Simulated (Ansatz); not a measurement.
`C[SiH](C)[AlH][NH2]`, charge 0, multiplicity 1.

Task: Give a relaxed structure at PBE0-D4/def2-TZVP (the Gaussian-basis code of Ansatz). (Estimate.)

Result: Computed: 
```xyz
15

C     0.956   -1.572    0.169
Si    0.330    0.096    0.789
C     1.690    1.390    0.603
Al   -1.752    0.753   -0.339
N    -2.484   -0.404   -1.465
H     0.211   -2.356    0.325
H     1.183   -1.532   -0.900
H     1.868   -1.866    0.696
H     0.052   -0.045    2.256
H     1.369    2.360    0.990
H     1.965    1.522   -0.447
H     2.587    1.088    1.151
H    -2.526    2.135   -0.172
H    -3.338   -0.251   -1.979
H    -2.111   -1.316   -1.677
```
This is one stationary point; other conformers may exist.
